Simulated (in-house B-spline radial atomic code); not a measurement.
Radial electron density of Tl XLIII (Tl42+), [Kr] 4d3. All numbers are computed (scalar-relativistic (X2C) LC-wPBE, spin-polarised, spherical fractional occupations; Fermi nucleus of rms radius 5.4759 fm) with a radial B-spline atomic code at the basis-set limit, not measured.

Caution: exact exchange at fractional occupations of open shells leaves self-interaction of up to several eV.

One-electron X2C: radii and densities carry no picture-change correction, so inner-shell <1/r> comes out high (for 1s by about 2 % at Z = 33, 5 % at 54, 10 % at 75, 30 % at 118) and <r> low.

Columns: r (bohr), 4πr²n(r) (electrons per bohr), bar.

```
0.000247    3.138 #
0.000296    4.017 #
0.000355    5.129 #
0.000427    6.552 ##
0.000512     8.31 ##
0.000614    10.51 ###
0.000737    13.26 ####
0.000884    16.64 #####
 0.00106    20.79 ######
 0.00127    25.81 #######
 0.00153    32.03 #########
 0.00183    39.13 ###########
  0.0022    47.62 ##############
 0.00264     57.2 ################
 0.00317    67.81 ####################
  0.0038       79 #######################
 0.00456    90.35 ##########################
 0.00547      101 #############################
 0.00656    109.9 ################################
 0.00787    115.9 #################################
 0.00944    118.2 ##################################
  0.0113    116.3 ##################################
  0.0136      111 ################################
  0.0163    104.4 ##############################
  0.0196      100 #############################
  0.0235    101.7 #############################
  0.0282    111.6 ################################
  0.0338      128 #####################################
  0.0406    144.8 ##########################################
  0.0487    152.5 ############################################
  0.0584    145.8 ##########################################
  0.0701    128.6 #####################################
  0.0841      115 #################################
   0.101    117.3 ##################################
   0.121    131.3 ######################################
   0.145    136.1 #######################################
   0.174    114.9 #################################
   0.209    77.55 ######################
   0.251    51.82 ###############
   0.301    47.13 ##############
   0.361    45.68 #############
   0.433    32.75 #########
    0.52    15.06 ####
   0.624    4.212 #
   0.749   0.6667 
   0.898  0.05582 
    1.08 0.002062 
    1.29 3.718e-05
```

On this grid the curve has 3 maxima, near 0.00944, 0.0487, 0.145 bohr.

The 4d up radial function P(r) = rR(r), positive near the nucleus:

```json
{"r (bohr)": "0.00456", "P": "0.002348"}
{"r (bohr)": "0.00656", "P": "0.006061"}
{"r (bohr)": "0.00944", "P": "0.01548"}
{"r (bohr)": "0.0136", "P": "0.03875"}
{"r (bohr)": "0.0196", "P": "0.0934"}
{"r (bohr)": "0.0282", "P": "0.2112"}
{"r (bohr)": "0.0406", "P": "0.4365"}
{"r (bohr)": "0.0584", "P": "0.7846"}
{"r (bohr)": "0.0841", "P": "1.138"}
{"r (bohr)": "0.121", "P": "1.119"}
{"r (bohr)": "0.174", "P": "0.2807"}
{"r (bohr)": "0.251", "P": "-1.162"}
{"r (bohr)": "0.361", "P": "-1.891"}
{"r (bohr)": "0.52", "P": "-1.189"}
{"r (bohr)": "0.749", "P": "-0.2835"}
{"r (bohr)": "1.08", "P": "-0.01855"}
```
